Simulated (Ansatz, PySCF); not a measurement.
ethylene (C2H4), singlet, at a GFN2-xTB geometry, with bond 3-1 at 1.4 times its length. Base run: CASSCF(4,5)/STO-3G in PySCF.

The PySCF input:
```python
from pyscf import gto, scf, mcscf
import numpy

mol = gto.Mole()
mol.atom = '''
    C    -0.013287   -0.006567    0.658005
    C     0.013287    0.006567   -0.658005
    H    -0.023940    1.264995    1.470309
    H    -0.028738   -0.926221    1.219823
    H     0.028738    0.926221   -1.219823
    H     0.020896   -0.901691   -1.238223
'''
mol.basis = 'sto-3g'
mol.charge = 0
mol.spin = 0
mol.verbose = 4
mol.build()

mf = scf.RHF(mol)
mf.kernel()
mc = mcscf.CASSCF(mf, 5, 4)
mc.fix_spin_(ss=0.0)
mc.kernel()
occ = numpy.linalg.eigvalsh(mc.fcisolver.make_rdm1(mc.ci, mc.ncas, mc.nelecas))[::-1]
ss = mc.fcisolver.spin_square(mc.ci, mc.ncas, mc.nelecas)[0]
print('natural occupations', occ.round(4), ' <S^2>', round(ss, 4))
```

Programs used: Ansatz (an electronic-structure program), PySCF; a row that names a program was run with it.

The base run was repeated with changes; each row names its change, and settings that it needs were set with it.

```
change                                            ΔE vs base (mEh)                      natural occupations  <S^2> of the state
------------------------------------------------  ----------------  ---------------------------------------  ------------------
base                                                         0.000                 1.92 1.88 0.12 0.08 0.00                0.00
state_average = 2 states                                     1.296                                        -                   -
code = ansatz                                                0.004                                        -                   -
active space = 2 electrons, 3 orbitals                      42.610                           1.89 0.11 0.00                0.00
active space = 8 electrons, 7 orbitals                     -21.359       2.00 1.98 1.92 1.88 0.12 0.08 0.02                0.00
solver = newton                                              0.000                 1.92 1.88 0.12 0.08 0.00                0.00
active space = 6 electrons, 8 orbitals                     -28.599  1.98 1.92 1.89 0.11 0.08 0.02 0.00 0.00                0.00
orbitals = fixed (CASCI)                                    21.103                 1.96 1.88 0.11 0.04 0.00                0.00
start = MP2 natural orbitals                                 0.000                 1.92 1.88 0.12 0.08 0.00                0.00
active space = 10 electrons, 8 orbitals                    -22.264  2.00 2.00 1.98 1.92 1.88 0.12 0.08 0.02                0.00
orbitals = fixed (CASCI); correction = SC-NEVPT2           -71.227                 1.96 1.88 0.11 0.04 0.00                0.00
```

Active orbitals are taken around the Fermi level unless the row says otherwise; CASSCF can end in different local minima, and two programs can end on different orbitals. State-averaged rows give the lowest state.
